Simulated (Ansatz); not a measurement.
Job for Ansatz (a quantum-chemistry and plane-wave program): R-CCSD(T)/aug-cc-pV(T+d)Z on BS-, 2S+1 = 1, a spin state set in the input, which need not be the lowest, a point of a bond scan (R = 1.692 Å). Charge -1. Files ending in .json are basis or fitting sets from the Basis Set Exchange.

Ansatz 0.2 input:
```yaml
crystal:
  periodic: [false, false, false]
  atoms:
    - {symbol: B, position_ang: [0.00000000, 0.00000000, 0.00000000]}
    - {symbol: S, position_ang: [0.00000000, 0.00000000, 1.69203700]}
basis:
  gaussian:
    orbitals: aug-cc-pV_T+d_Z.json
    pivot_positions_ang: [[0.00000000, 0.00000000, 0.00000000], [0.00000000, 0.00000000, 1.69203700]]
total_charge: -1
magnetization: {spin_polarized: false}
correlation: {method: ccsd_t, electrons: outside_noble_gas}
output: {orbitals: {seedname: ./end}}
```

The log:

```
WARN ansatz: RAYON_NUM_THREADS=1 ignored (pool sized by the plan → 1); use --threads N
Functional definition: HF
integrals: 0.11 GiB planned
668 factors; integrals over basis functions are off by at most 3.9e-4 eV
mean field: 0.19 GiB planned
mean field evaluation 1: about -11489.0127 eV, gradient 1.1e1 eV
mean field evaluation 2: about -11489.0130 eV, gradient 1.1e1 eV
mean field evaluation 4: about -11489.6437 eV, gradient 1.5e0 eV
mean field evaluation 8: about -11489.6639 eV, gradient 5.2e-2 eV
mean field evaluation 16: about -11489.6622 eV, gradient 3.4e-1 eV
mean field -11489.66392105 eV, -422.2373611245 hartree, gradient 1.1e-6 eV, S^2 0.000000; 0 other end points of the search recorded, 0 dependent functions left out
6 core orbitals not correlated
reference -11489.66392105 eV, -422.2373611245 hartree; 5, 5 occupied and 90, 90 virtual orbitals, 668 factors
second order -7.27678945 eV of doubles, -0.00000000 eV of singles
coupled cluster: 0.25 GiB planned
cycle   1  -7.52698810 eV  change   -2.5e-1 eV  update   8.9e-2
cycle   2  -7.76743323 eV  change   -2.4e-1 eV  update   3.1e-2
cycle   3  -7.84483696 eV  change   -7.7e-2 eV  update   1.9e-2
cycle   4  -7.83725707 eV  change    7.6e-3 eV  update   5.0e-3
cycle   5  -7.83618501 eV  change    1.1e-3 eV  update   2.0e-3
cycle   6  -7.83615709 eV  change    2.8e-5 eV  update   7.4e-4
cycle   7  -7.83596783 eV  change    1.9e-4 eV  update   2.3e-4
cycle   8  -7.83601149 eV  change   -4.4e-5 eV  update   1.0e-4
cycle   9  -7.83602187 eV  change   -1.0e-5 eV  update   3.4e-5
cycle  10  -7.83600315 eV  change    1.9e-5 eV  update   1.3e-5
cycle  11  -7.83600632 eV  change   -3.2e-6 eV  update   6.0e-6
perturbative correction -0.49751125 eV, -0.0182832011 hartree
Total energy: -11497.99743861 eV, -422.5436122465 hartree
```

The run converged.

Cost: around 5 core-seconds (rough).
